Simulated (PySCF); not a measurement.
Compound: W(NEt)Cl4, C2H5Cl4NW (singlet state).
Bonds: W1–N2, W1–Cl10, W1–Cl11, W1–Cl12, W1–Cl13, N2–C3, C3–C4. Hydrogens: H5, H6 on C3; H7, H8, H9 on C4.

Computed by this run: PBE0-D3(BJ)/def2-SVP geometry optimisation, gas phase, def2 core potentials past Kr (PySCF); density fitting, grid level 1; the optimiser is geomeTRIC in internal coordinates, started from a GFN2-xTB structure with every atom displaced at random (about 0.03 Å).

Step 0: E = -55528.4805 eV
```
atom  x, y, z in Å  |  force x, y, z in eV/Å
W1      0.5382   -0.0888   -1.7886   -1.577   2.488   1.697
N2      0.6555    0.0031   -0.0550    0.203  -0.314  -2.938
C3      0.4268    0.0209    1.3149    5.757   0.188   1.025
C4     -0.9205    0.0047    1.6185   -6.393   0.343   1.198
H5      0.9684   -0.8675    1.7594   -0.196   0.615  -0.232
H6      0.9265    0.9476    1.7648   -0.251  -0.897  -0.522
H7     -1.1766   -0.0141    2.6996    0.467   0.261  -0.225
H8     -1.4416    0.8912    1.1682    0.191  -0.512   0.349
H9     -1.4576   -0.8789    1.2374    0.145  -0.035  -0.271
Cl10    2.5828   -0.0333   -2.6417    1.700  -0.069  -0.341
Cl11    0.3770    2.1706   -2.4463    0.185  -0.166   0.241
Cl12   -1.7513   -0.0147   -2.1780   -0.417   0.126   0.215
Cl13    0.3031   -2.1928   -2.4312    0.186  -2.028  -0.197
```

Task: Estimate the geometry and energy of step 1. (The exact step hangs on the optimiser's Hessian estimate; all steps are aligned on step 0, rigid shifts and turns removed.)

Result: E = -55529.1730 eV, largest force 1.576 eV/Å
```
atom  x, y, z in Å  |  force x, y, z in eV/Å
W1      0.5022   -0.0604   -1.8217   -0.532   0.865  -1.132
N2      0.6452    0.0084   -0.1342   -0.469  -0.176   0.289
C3      0.4559    0.0192    1.2682    1.319   0.074   0.480
C4     -0.9792    0.0030    1.6611   -1.566  -0.082   0.161
H5      1.0076   -0.8531    1.6834   -0.156   0.156  -0.086
H6      0.9732    0.9183    1.6751   -0.142  -0.200  -0.152
H7     -1.1289   -0.0065    2.7532    0.332   0.130  -0.027
H8     -1.5341    0.8705    1.2609    0.207  -0.041   0.041
H9     -1.5171   -0.8887    1.2967    0.233  -0.002  -0.143
Cl10    2.6843   -0.0200   -2.5108    0.237  -0.143  -0.051
Cl11    0.3956    2.1892   -2.4773    0.224  -0.200   0.200
Cl12   -1.8047    0.0413   -2.2227    0.139  -0.148   0.270
Cl13    0.3305   -2.2732   -2.4098    0.174  -0.234   0.149
```

The energy changes by -0.6925 eV. The first-order estimate −F·Δx gives -1.2416 eV and the mean of the old and new forces, exact on a quadratic surface, -0.7107 eV. The step makes an angle of 69° with the force vector and moves no atom by more than 0.166 Å.

What follows is the cost of the whole optimisation. Time: 2.3 min of wall time; peak memory 0.77 GiB. Hardware: AMD EPYC 9R45, one thread, no GPU (shared host).
